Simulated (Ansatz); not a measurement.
`O[SiH2][Ga]1[CH2][S]1` + `OCO` → `OCO[SiH2]O` + `[CH2]1[S][GaH]1`  (cleavage of the Si–Ga bond)

Isolated molecules relaxed with PBE0-D4/def2-TZVP in Ansatz; ΔE leaves out vibrations. CCSD(T)/CBS is the MP2 limit (def2-TZVPP, def2-QZVPP) plus CCSD(T) − MP2 in def2-TZVPP, frozen cores. This one scheme is used for every species. For Ga outer-core shells are correlated without core-valence functions, which leaves a few kJ/mol of doubt a bond. Scalar relativity is left out up to krypton. One conformer a species, not always the lowest.

```csv
level,ΔE (kJ/mol)
HF/def2-TZVPP,-105.7
HF/CBS(def2),-107.4
```

Problem. What does CCSD(T)/CBS give? (Estimate.)

Solution. Ansatz gave: -82.0 kJ/mol. The listed levels differ from it by -23.7, -25.4 kJ/mol.

Largest T1 diagnostic among the species: 0.015.

From PBE to PBE0 (25 % exact exchange), in def2-TZVPP and without D4, ΔE moves by −9.2 kJ/mol. In def2-TZVPP, CCSD(T) changes the Hartree–Fock value by +17.8 kJ/mol (the triples alone add +2.6 kJ/mol) and MP2 by +13.9 kJ/mol.
